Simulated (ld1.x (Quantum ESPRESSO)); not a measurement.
Mn: one change to a TM semilocal potential, before and after

- Element: manganese (Mn)
- Generator: ld1.x (Quantum ESPRESSO) 7.5
- Type: norm-conserving Troullier–Martins (semilocal form)
- Functional: PBE
- Relativity: scalar-relativistic
- Frozen core: [Ar]
- Valence charge: 7
- Reference configuration: 3d5 4s2 4p0
- Partial waves: 4p (bound, empty): rc 3.55 bohr; 3d (bound): rc 1.10 bohr; 4s (bound): rc 2.20 bohr
- Local potential: the s channel
- Core correction: Bessel-smoothed model core inside 0.90 bohr

Change: wave 3d (bound): rc 1.10 bohr becomes 3d (bound): rc 1.54 bohr.

Cutoffs: the cutoffs (Ry, on a coarse ladder) from which the occupation-weighted sum of valence levels, in a spherical-Bessel basis at the reference potential, stays within 10 and 1 mRy of its value at 400 Ry; they do not see the model core or the augmentation charge, which bear on the density cutoff. Errors are all-electron minus pseudo energies relative to the spin-unpolarised reference configuration.

Task: What does the change do?

Result: The potential gets softer (160 Ry and 180 Ry → 100 Ry and 120 Ry); of the 7 tests that both files solve, the error grows in 1 and shrinks in 3 by more than 15 % and 0.3 meV (median size 51.4 → 43.8 meV); neither file shows a bound ghost. A larger radius leaves more room for a smooth pseudo-wave, so fewer plane waves are needed. A semilocal file is local in each channel, so a ghost entry of none says nothing of the separable form that plane-wave codes build from it.

```csv
quantity,base,changed
"cutoff, loose",160 Ry,100 Ry
"cutoff, tight",180 Ry,120 Ry
loose cutoff by channel (10 mRy a level),"d 140 Ry, s 6 Ry","d 90 Ry, s 6 Ry"
bound ghosts,none,none
"error for 3d5 4s1 4p0, meV [ΔE 8.42 eV]",-8.5,-7.2
"error for 3d5 4s0 4p0, meV [ΔE 24.01 eV]",-51,-44
"error for 3d4 4s0 4p0, meV [ΔE 56.53 eV]",-198,-228
"error for 3d5 4s1 4p1, meV [ΔE 3.86 eV]",-0.9,-0.4
"error for 3d6 4s0 4p0, meV [ΔE 6.81 eV]",-254,-251
"error for 3d4 4s2 4p1, meV [ΔE 7.80 eV]",-270,-261
"error for 3d5 4s1.5 4p0, meV [ΔE 3.36 eV]",-1.8,-1.5
s: phases at 3.86 bohr within 0.05 rad from the reference energy up to (Ry; the scan ends near 5),1.1,1.1
p: phases at 3.86 bohr within 0.05 rad from the reference energy up to (Ry; the scan ends near 5),1.3,1.3
d: phases at 3.86 bohr within 0.05 rad from the reference energy up to (Ry; the scan ends near 5),2.9,2.6
```
